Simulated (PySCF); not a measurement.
# Worked example: oscillator strength and radiative lifetime

Sn(H)(F)(NH2)2 (FH5N2Sn), SMILES [F][SnH]([NH2])[NH2].

Coordinates come from a B3LYP-D3(BJ)/def2-SVP optimisation. The structure was generated by enumeration; whether it is a known compound was not checked. The def2 effective core potentials stand for the cores of Sn; spin–orbit coupling is left out. The values are those of a single conformer.

TDA-PBE/def2-SVPD (PySCF) puts the first singlet state with f over 0.02 at 4.97 eV (vertical), with the transition dipole (-0.516, -0.117, 0.062) in atomic units.

Task: Find the oscillator strength, the wavelength and the radiative lifetime that this transition would have in vacuum if emission retraced absorption.

Result: 
|μ|² = 0.2838 au, so |μ| = 1.35 D. ΔE = 4.97/27.211 = 0.1826 hartree. f = (2/3) ΔE |μ|² = 0.035 (the program prints 0.035).
λ = 1239.84/4.97 = 249 nm; ν = 40086 cm⁻¹.
Einstein's coefficient A = 0.6670 ν² f s⁻¹ (ν in cm⁻¹) = 3.7e7 s⁻¹, so τ = 1/A = 27 ns. This state is S1. The figure is the radiative limit of this one transition; relaxation, internal conversion, crossing to triplets and a medium change what is measured.
